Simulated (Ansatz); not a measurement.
`[O]=[W](=[O])([OH])[OH]` + NH₃ → `[NH2][W](=[O])(=[O])[OH]` + H₂O  (ligand exchange at a W–O bond)

Computed with Ansatz on PBE0-D4/def2-TZVP structures; ΔE is electronic, products minus reactants. CCSD(T)/CBS adds triple-zeta CCSD(T) − MP2 to the extrapolated MP2 energy (def2 sets, frozen cores). This one scheme is used for every species. Functionals use def2-TZVPP. def2 core potentials past Kr. For W outer-core shells are correlated without core-valence functions, which leaves a few kJ/mol of doubt a bond. Each species was taken in one conformer, which may not be the lowest.

| level | ΔE (kJ/mol) | difference from CCSD(T)/CBS |
| --- | --- | --- |
| r2SCANh-D4 | 30.4 | 8.1 |
| r2SCAN0-D4 | 28.5 | 6.2 |
| B2PLYP | 29.7 | 7.4 |
| BLYP | 33.5 | 11.2 |
| BHLYP | 30.2 | 7.9 |
| CAM-B3LYP | 31.5 | 9.2 |
| RPA@PBE/def2-TZVPP | 25.2 | 2.9 |
| MP2/def2-SVP | 28.6 | 6.3 |
| MP2/def2-TZVPP | 23.8 | 1.5 |
| CCSD(T)/def2-TZVPP | 24.5 | 2.2 |
| CCSD(T)/CBS | 22.3 | 0 |

(1) What do rigid-rotor, harmonic-oscillator terms from PBE0-D4/def2-TZVP frequencies (298.15 K, 1 bar) make of the CCSD(T)/CBS value? (Estimate.)

Largest T1 diagnostic among the species: 0.023, so the coupled-cluster value is less sure than usual.

Results:

(1) The calculation gave: ΔZPE = -2.0 kJ/mol, ΔH = +21.0 kJ/mol, ΔS = 7 J/(mol·K), ΔG = +19.0 kJ/mol.

From r2SCAN to r2SCAN0 (25 % exact exchange), in def2-TZVPP and without D4, ΔE moves by −3.2 kJ/mol. Leaving LDA and LC-ωPBE aside and taking each functional with its dispersion term where it has one, the values, not all of them listed here, spread over 9.9 kJ/mol, from PBE-QIDH to B97M-V. LDA lies −4.2 kJ/mol from PBE without D4.
